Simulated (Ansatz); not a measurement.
Geometry optimisation, RKS B3LYP/def2-SVP (Ansatz 0.2.0).

input.yaml

```yaml
crystal:
  periodic: [false, false, false]
  atoms:
    - { symbol: Sn, position_ang: [0.0, 0.0, 0.0] }
    - { symbol: H, position_ang: [1.0906, 0.0, 1.6043] }
    - { symbol: O, position_ang: [2.0665, 0.0, 0.6288] }
    - { symbol: H, position_ang: [2.3829, -0.9521, 0.5121] }
    - { symbol: C, position_ang: [-1.0126, 1.7544, -0.716] }
    - { symbol: H, position_ang: [-2.0653, 1.5008, -0.9603] }
    - { symbol: H, position_ang: [-0.9943, 2.5391, 0.069] }
    - { symbol: H, position_ang: [-0.5023, 2.131, -1.6269] }
    - { symbol: O, position_ang: [-0.9232, -1.5994, -0.6527] }
    - { symbol: H, position_ang: [-1.3778, -2.065, 0.1197] }
basis:
  gaussian: { orbitals: def2-SVP }
hamiltonian:
  xc: b3lyp
relax:
  f_tol: 0.15
  max_steps: 25
  restrain:
    - { distance: [1, 2], at: 1.01, k: 30.0 }
    - { distance: [0, 1], at: 2.94, k: 30.0 }
    - { distance: [0, 2], at: 3.16, k: 30.0 }
```

Run as:

```bash
$ ansatz run input.yaml --threads 2 --pin off --max-ram 3072MiB --backend cpu --events-out ev --progress --plain --runs-dir out
```

Question: Where does it end, and by what steps?

Answer: It converged. The restraints hold the end off the free minimum. After 22 steps the energy has fallen by 3.243 eV (the restraints' own energy left out); Sn1 moved furthest, 1.45 Å. Parted: Sn1–H2 (1.94 → 2.95 Å), Sn1–O3 (2.16 → 3.14 Å). Joined: H2–O3 (1.38 → 0.98 Å).

| step | energy less start (eV) | largest force component (eV/Å) | accepted |
| --- | --- | --- | --- |
| 0 | 0.0000 | 3.637 | yes |
| 1 | 0.4052 | 5.455 | yes |
| 2 | 0.4661 | 6.115 | yes |
| 3 | -0.4250 | 5.794 | yes |
| 4 | -1.8976 | 2.774 | yes |
| 5 | -2.4403 | 1.080 | yes |
| 6 | -2.6870 | 1.977 | yes |
| 7 | -2.9178 | 0.927 | yes |
| 8 | -3.0211 | 0.771 | yes |
| 9 | -3.0666 | 0.601 | yes |
| 10 | -3.0719 | 0.963 | yes |
| 11 | -3.0817 | 0.719 | yes |
| 12 | -3.0916 | 0.699 | yes |
| 13 | -3.1077 | 0.719 | yes |
| 14 | -3.0292 | 2.231 | no |
| 15 | -3.1155 | 0.759 | yes |
| 16 | -3.1232 | 0.742 | yes |
| 17 | -3.1340 | 0.773 | yes |
| 18 | -3.1532 | 0.933 | yes |
| 19 | -3.1852 | 0.954 | yes |
| 20 | -3.2169 | 0.949 | yes |
| 21 | -3.2281 | 0.843 | yes |
| 22 | -3.2427 | 0.812 | yes |

```xyz
10
Properties=species:S:1:pos:R:3
Sn -1.216 0.149 0.783
H 1.517 -0.646 1.559
O 1.915 -0.116 0.830
H 1.483 -0.537 0.059
C -1.092 1.752 -0.727
H -2.109 2.068 -1.017
H -0.561 2.633 -0.330
H -0.564 1.364 -1.611
O -0.336 -1.230 -0.464
H -0.373 -2.129 -0.105
```

The run took 65 s on 2 threads of Arm Neoverse V1, with other jobs on the host, peak memory 0.21 GiB.
